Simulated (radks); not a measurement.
The numbers below are computed, except where a source is named.
These are the eigenvalues of the occupied orbitals of an atom or ion with whole-number occupations (eV). Code: a radial shooting solver on a logarithmic mesh with Libxc functionals. Model: scalar-relativistic Kohn-Sham, SCAN, spin-polarised, spherical densities, finite nucleus; meta-GGA in the generalised Kohn-Sham scheme; Fermi nuclear charge, rms radius of each element as measured or else 0.836 A^(1/3) + 0.57 fm.

orbital  eigenvalue
1s up     -88212.28
1s down   -88212.28
2s up     -15835.57
2s down   -15835.57
2p up     -13587.93
2p down   -13587.92
3s up     -3840.062
3s down   -3840.059
3p up     -3192.036
3p down   -3192.031
3d up     -2528.582
3d down   -2528.575
4s up     -901.8482
4s down   -901.8361
4p up     -688.5204
4p down   -688.5098
4d up     -440.3271
4d down   -440.3140
5s up     -180.0368
5s down   -179.9732
4f up     -167.4142
4f down   -167.3972
5p up     -121.1296
5p down   -121.0736
5d up      -54.1303
5d down    -54.0562
6d up      -16.6232

Which element is it, and in what charge state? The configuration may be excited. Open shells, if any, are filled with parallel spins first.

Answer. Z = 82, lead, charge +3: Pb3+ in [Xe] 4f14 5d10 6d1. The list shows which subshells hold electrons but not how many an open one holds; the 1s level, -3241.7 hartree, gives Z - s = 80.5 by -(Z - s)^2/2, which with screening and relativity narrows Z to a few neighbours, and the depths of the outer levels then fix element, charge and occupations together.
